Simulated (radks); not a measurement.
The numbers below are computed, except where a source is named.
Gd I, configuration [Xe] 4f6 5d2 6s2 (not the ground configuration). Code: a radial shooting solver on a logarithmic mesh with Libxc functionals. Model: Dirac Kohn-Sham, PBE, spin-unpolarised, spherical densities, finite nucleus; open shells fill j = l - 1/2 first; Fermi nuclear charge, rms radius 5.1569 fm. Some entries of the table are withheld. Estimate them.

orbital,occ.,eigenvalue (eV),<r> (bohr),r(max) (bohr)
1s1/2,2,-50048.80,0.02191,0.01392
2s1/2,2,-8265.818,0.09276,0.07917
2p1/2,2,-7849.505,0.07746,(1)
2p3/2,4,-7153.733,0.08430,(2)
3s1/2,2,-1839.065,0.2440,0.2245
3p1/2,2,-1658.540,0.2337,0.2117
3p3/2,4,-1515.848,0.2467,0.2240
3d3/2,4,(3),(4),0.1781
3d5/2,6,(5),(6),0.1815
4s1/2,2,-376.5426,0.5519,0.5157
4p1/2,2,-306.1696,(7),0.5200
4p3/2,4,-274.2423,(8),0.5459
4d3/2,4,-158.1714,0.6269,0.5532
4d5/2,6,-152.3685,0.6370,0.5616
5s1/2,2,-53.0033,1.312,1.185
5p1/2,2,-33.1354,1.462,1.284
5p3/2,4,-28.4967,1.552,1.357
4f5/2,6,-15.3016,0.8127,(9)
4f7/2,0,-14.4921,0.8224,(10)
6s1/2,2,-4.3674,3.846,3.268
5d3/2,2,-3.6879,(11),1.822
5d5/2,0,-3.3472,(12),1.866

Answer. 
(1) 2p1/2 r(max) (bohr): 0.05982
(2) 2p3/2 r(max) (bohr): 0.06564
(3) 3d3/2 eigenvalue (eV): -1203.915
(4) 3d3/2 <r> (bohr): 0.2188
(5) 3d5/2 eigenvalue (eV): -1172.839
(6) 3d5/2 <r> (bohr): 0.2229
(7) 4p1/2 <r> (bohr): 0.5636
(8) 4p3/2 <r> (bohr): 0.5927
(9) 4f5/2 r(max) (bohr): 0.5579
(10) 4f7/2 r(max) (bohr): 0.5625
(11) 5d3/2 <r> (bohr): 2.508
(12) 5d5/2 <r> (bohr): 2.593
